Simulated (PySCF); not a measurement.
B3LYP has the VWN-RPA correlation part, as in Gaussian. 

Z-matrix (Å, degrees):
```
Hf
H 1 1.8655
H 1 1.8656 2 112.45
C 1 2.1879 2 108.60 3 120.20
H 4 1.1051 1 115.89 2 118.72
H 4 1.1091 5 107.68 1 -122.35
H 4 1.1092 5 107.69 6 -115.32
C 1 2.1879 2 108.63 3 -120.20
H 8 1.1050 1 115.86 2 -118.50
H 8 1.1090 9 107.69 1 -122.39
H 8 1.1091 9 107.67 10 -115.30
```
Charge 0, spin multiplicity 1.

Question: Give the charge on the central atom (Mulliken), dipole moment, HOMO–LUMO gap, LUMO, total energy and HOMO at the level B3LYP-D3(BJ)/def2-TZVP // r2SCAN-D4/def2-SVP run with PySCF.

Answer: 
```json
{
  "charge on the central atom (Mulliken)": "1.03 e",
  "dipole_moment": "1.09 D",
  "HOMO–LUMO gap": "6.08 eV",
  "LUMO": "-1.49 eV",
  "total_energy": "-3512.22 eV",
  "HOMO": "-7.57 eV"
}
```
